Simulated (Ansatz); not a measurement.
`NN([SiH3])[SiH3]` and `[SiH]N([SiH3])[SiH3]` differ in one atom or group.

Ansatz, PBE0-D4/def2-TZVP geometries, multiplicity 1. Each molecule was computed in one conformer, which needn't be the lowest.

```tsv
property	`NN([SiH3])[SiH3]`
HOMO–LUMO gap (ωB97M-V/def2-TZVPP) / eV	11.24
size of the dipole moment (PBE/def2-TZVPP) / D	1.38
ideal-gas entropy at 298 K and 1 bar (rigid rotor, harmonic PBE0-D4/def2-TZVP) / J/(mol·K)	345
LUMO energy (ωB97M-V/def2-TZVPP) / eV	1.67
LUMO energy (B3LYP/def2-TZVPP) / eV	-0.18
HOMO energy (PBE0/def2-TZVPP) / eV	-7.27
```

Problem. Give the same properties after the change, and the shifts. (Estimate.)

Solution. Computed: 
```tsv
property	`[SiH]N([SiH3])[SiH3]`	shift
HOMO–LUMO gap (ωB97M-V/def2-TZVPP) / eV	8.49	-2.75
size of the dipole moment (PBE/def2-TZVPP) / D	0.70	-0.68
ideal-gas entropy at 298 K and 1 bar (rigid rotor, harmonic PBE0-D4/def2-TZVP) / J/(mol·K)	350	5
LUMO energy (ωB97M-V/def2-TZVPP) / eV	-0.22	-1.89
LUMO energy (B3LYP/def2-TZVPP) / eV	-2.32	-2.14
HOMO energy (PBE0/def2-TZVPP) / eV	-6.61	0.66
```

With PBE0 the HOMO rises by 0.66 eV and the LUMO falls by 2.20 eV, so the gap narrows by about 2.86 eV. PBE moves the HOMO by 0.41 eV and ωB97M-V by 0.86 eV. The zero-point energy changes by -49.8 kJ/mol with -3 modes. Dipoles are sizes alone; their direction can turn.

B3LYP here is the variant with VWN-RPA as its local correlation; programs differ in this.
